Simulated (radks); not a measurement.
Species: Nd+. Configuration: [Xe] 4f4 6s1. Method: scalar-relativistic Kohn-Sham, BLYP, spin-polarised, spherical densities, finite nucleus; open shells are filled with parallel spins first (spin-orbit coupling, left out, can overturn this in heavy ions); Fermi nuclear charge, rms radius 4.9123 fm; computed with a radial shooting solver on a logarithmic mesh with Libxc functionals.

Unscreened Slater integrals over Kohn-Sham orbitals (cm^-1). They are taken over the spin-up orbitals.

integral,value
"F0(4f,4f)",191440
"F2(4f,4f)",87046
"F4(4f,4f)",53887
"F6(4f,4f)",38568
"F0(4f,6s)",64262
"G3(4f,6s)",3174.5
"F0(4f,5p)",133700
"F2(4f,5p)",49693
"G2(4f,5p)",30055
"G4(4f,5p)",22311
"F0(4f,5s)",149960
"G3(4f,5s)",33063
"F0(6s,6s)",49979
"F0(6s,5p)",61739
"G1(6s,5p)",4993.6
"F0(6s,5s)",62767
"G0(6s,5s)",2678.9
"F0(5p,5p)",115010
"F2(5p,5p)",61724
"F0(5p,5s)",123460
"G1(5p,5s)",82183
"F0(5s,5s)",134590

Derived for the open shells (J is the average intra-shell exchange parameter used in DFT+U). 4f: F4/F2 = 0.619, F6/F2 = 0.443, J = (286 F2 + 195 F4 + 250 F6)/6435 = 7000 cm^-1.
